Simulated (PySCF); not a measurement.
A PySCF script (with the pyscf-properties extension) for the NMR shieldings of SMILES [F][Al]([Cl])[Cl], AlCl2F, on a PBE0-D3(BJ)/def2-SVP geometry:

```python
import basis_set_exchange as bse
import numpy as np
from pyscf import gto, dft
from pyscf.prop import nmr

atoms = """
Al   -0.048385   -0.078349    0.002242
Cl    2.022969   -0.156955    0.020472
Cl   -1.071612    1.725020   -0.026110
F    -0.902972   -1.489716    0.003396
"""
names = {"Al": "pcSseg-2", "Cl": "pcSseg-1", "F": "pcSseg-1"}
basis = {el: gto.basis.parse(bse.get_basis(n, elements=[el], fmt="nwchem")) for el, n in names.items()}
mol = gto.M(atom=atoms, basis=basis, charge=0, verbose=0)
mf = dft.RKS(mol, xc="PBE0")
mf.grids.level = 2
mf.grids.alignment = dft.numint.BLKSIZE   # the property module wants whole blocks of grid points
mf.conv_tol = 1e-9
mf.kernel()

calc = nmr.RKS(mf)   # GIAO
C = mf.mo_coeff
Co = C[:, mf.mo_occ > 0]
resp = mf.gen_response(singlet=True, hermi=2)
def vind(x):   # induced exchange potential for any number of trial vectors
    d = np.einsum("pi,xij,qj->xpq", C, 2 * x.reshape(-1, C.shape[1], Co.shape[1]), Co, optimize=True)
    return np.einsum("xpq,pi,qj->xij", resp(d - d.transpose(0, 2, 1)), C, Co, optimize=True).ravel()
mo1, _ = nmr.rhf.solve_mo1(calc, with_cphf=vind)
sigma = calc.kernel(mo1)
for i, s in enumerate(sigma):   # ppm
    print("%2d %-2s %9.2f" % (i, mol.atom_pure_symbol(i), np.trace(s) / 3))
```

Question: What are the results?

Answer: 
```
 0 Al    443.70
 1 Cl    968.55
 2 Cl    968.56
 3 F     317.96
```

These numbers come from an equivalent density-fitted implementation of the same equations, which agrees with the script to about 0.01 ppm for H and up to a few tenths of a ppm for heavy atoms, so last digits may differ.

Question: Turn these shieldings into chemical shifts. δ = σ(ref) − σ, references computed at the same level: 27Al (σref 576.18) vs [Al(H2O)6]3+; 35Cl (σref 943.27) vs HCl; 19F (σref 177.25) vs CFCl3.

Answer: Averaging equivalent atoms: Al 0: 132.5; Cl 1/2: -25; F 3: -140.7 ppm. Unscaled 19F shifts against computed CFCl3 carry errors that often reach 10 to 50 ppm.

Size and cost of the density-fitted run: 108 basis functions, 7.8 s wall time on 1 thread of an Arm Neoverse N1, shared host.
